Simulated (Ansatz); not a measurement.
```yaml
crystal:
  periodic: [true, true, true]
  atoms:
    - {symbol: N, position_ang: [1.137203, -1.255855, 1.400512]}
    - {symbol: C, position_ang: [0.788552, -0.687932, 0.654816]}
    - {symbol: Ga, position_ang: [-0.416227, 0.194431, -0.288005]}
    - {symbol: F, position_ang: [-1.884504, -0.148381, -0.956910]}
    - {symbol: F, position_ang: [0.200741, 2.142183, -0.852433]}
basis:
  gaussian: {orbitals: pcseg-2, point_charges: [{charge: -1.00, position_ang: [3.990, 0.220, 0.505]}]}
hamiltonian: {xc: {name: r2SCAN0}, dispersion: d4}
output: {forces: true}
```

```sh
$ ansatz run in.yaml --threads 2 --pin off --events-out ev --progress --plain --max-ram 20480MiB --backend cpu
```

It prints (some lines left out):

```
Error: YAML parse error: error: line 2 column 3: crystal: missing field `lattice` (a structure is typed as `lattice` and `atoms`, a molecule's as `atoms` in Å alone, or read from a run's directory, `checkpoint`)
 --> <input>:2:3
  |
1 | crystal:
2 |   periodic: [true, true, true]
  |   ^ crystal: missing field `lattice` (a structure is typed as `lattice` and `atoms`, a molecule's as `atoms` in Å alone, or read from a run's directory, `checkpoint`)
3 |   atoms:
4 |     - {symbol: N, position_ang: [1.137203, -1.255855, 1.400512]}
  |
```

**Question.** Something in this input is off. What?

**Answer.** The molecule is marked periodic without a cell. The input was rejected before any iteration.
